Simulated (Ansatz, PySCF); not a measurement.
GeH7NSi, SMILES N[SiH2][GeH3]. Atoms are numbered in the order given.

```xyz
10

Si    -1.1311    -0.6207    -0.1514
N     -2.3318     0.6317    -0.0426
Ge     1.1260     0.1410     0.0901
H     -1.2652    -1.2748    -1.4890
H     -1.4066    -1.6208     0.9251
H     -2.3787     1.3185    -0.7881
H     -2.4731     1.0852     0.8541
H      1.4667     1.1850    -0.9957
H      2.1634    -0.9970    -0.0123
H      1.3232     0.8331     1.4565
```

Coordinates come from a PBE0-D3(BJ)/def2-SVP optimisation. This is a generated structure with no PubChem entry under its InChIKey; it may be hypothetical. The values are those of a single conformer.

Two levels are set side by side: PBE-D3(BJ)/def2-SVP (Ansatz, a first-principles code) and PBE0-D3(BJ)/def2-SVP (Ansatz). Each level has its own optimised geometry; the coordinates shown are those of the second. Frequencies come from the Hessian of PySCF at each geometry. Differences are taken from unrounded values.

```csv
quantity,PBE0-D3(BJ)
mean bond length (Å),1.532
bond Si1–N2 (Å),1.738
bond Si1–Ge3 (Å),2.394
bond Si1–H4 (Å),1.495
bond Si1–H5 (Å),1.495
bond N2–H6 (Å),1.015
bond N2–H7 (Å),1.015
bond Ge3–H8 (Å),1.544
bond Ge3–H9 (Å),1.543
bond Ge3–H10 (Å),1.544
highest harmonic wavenumber (cm⁻¹),3698
mean harmonic wavenumber (cm⁻¹),1208
zero-point energy (kcal/mol),41.44
```

Task: What does PBE-D3(BJ) give, and how far is it from PBE0-D3(BJ)? (Estimate from the structure and the level; the computed values follow.)

Result: 
| quantity | PBE-D3(BJ) | PBE-D3(BJ) minus PBE0-D3(BJ) |
|---|---|---|
| mean bond length (Å) | 1.543 | 0.012 |
| bond Si1–N2 (Å) | 1.755 | 0.016 |
| bond Si1–Ge3 (Å) | 2.408 | 0.013 |
| bond Si1–H4 (Å) | 1.505 | 0.010 |
| bond Si1–H5 (Å) | 1.505 | 0.010 |
| bond N2–H6 (Å) | 1.025 | 0.010 |
| bond N2–H7 (Å) | 1.025 | 0.010 |
| bond Ge3–H8 (Å) | 1.556 | 0.012 |
| bond Ge3–H9 (Å) | 1.556 | 0.012 |
| bond Ge3–H10 (Å) | 1.556 | 0.012 |
| highest harmonic wavenumber (cm⁻¹) | 3561 | -137 |
| mean harmonic wavenumber (cm⁻¹) | 1169 | -39 |
| zero-point energy (kcal/mol) | 40.09 | -1.35 |

Exact exchange shortens and stiffens bonds; PBE has none. Differences between two approximate levels are no errors against the true value.
